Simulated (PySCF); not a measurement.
## V¹⁴⁺: fine-structure interval

V¹⁴⁺ [He] 2s2 2p5 [2p1/2^2 2p3/2^3, M_J = 3/2] → V¹⁴⁺ [He] 2s2 2p5 [2p1/2^1 2p3/2^4, M_J = 1/2], as a difference of total energies. All numbers are calculated (PySCF 2.14, the two-component X2C-1e Hamiltonian, in an even-tempered Gaussian basis (18 s from 2.6 bohr⁻², ratio 2.4; 11 p from 3.4 bohr⁻², ratio 2.4; 5 d from 17 bohr⁻², ratio 2.6; 5 f from 25 bohr⁻², ratio 2.6)). Correlated levels: nothing frozen; the 30 highest virtual spinors dropped. "Screened" scales the spin-orbit matrix elements by Boettger's factors to mimic the two-electron term; Breit and QED terms are absent.

```csv
method,fine-structure interval (cm⁻¹)
GHF (screened spin-orbit),59808
GMP2 (screened spin-orbit),60553
GHF (bare spin-orbit),65619
```
